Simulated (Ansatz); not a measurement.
GaH2(CN) (CH₂GaN), relaxed as a singlet with RKS PBE-D4/def2-TZVP in Ansatz, starting from the GFN2-xTB geometry. Force threshold 0.02 eV/Å.

Start:

Cartesian coordinates in Å:
```
Ga 0.405 0.298 -0.541
H 1.705 -0.463 -0.964
H -0.104 1.638 -1.167
C -0.689 -0.503 0.914
N -1.318 -0.970 1.757
```

**Question.** Estimate the energy that the relaxation releases and the steps that it takes.

**Answer.** 0.03 eV, in 4 steps; 2.7 s on 4 threads of Arm Neoverse V1 on a shared host. No frequencies were taken in this run, so the end may be a saddle point.

**Question.** Does the start keep its bonding and symmetry?

**Answer.** By distances, no bond broke or formed. The bond that changes most is Ga1–C4, from 1.99 to 1.96 Å (atoms count from 1). Point group C2v at the start, C2v at the end, both within 0.05 Å.

**Question.** Predict the relaxed structure.

**Answer.** 
Cartesian coordinates in Å:
```
Ga 0.408 0.300 -0.543
H 1.697 -0.485 -0.941
H -0.130 1.636 -1.146
C -0.668 -0.489 0.888
N -1.307 -0.961 1.742
```
Bond lengths: 1 × C–Ga 1.96 Å; 1 × C–N 1.17 Å; 2 × Ga–H 1.56 Å.
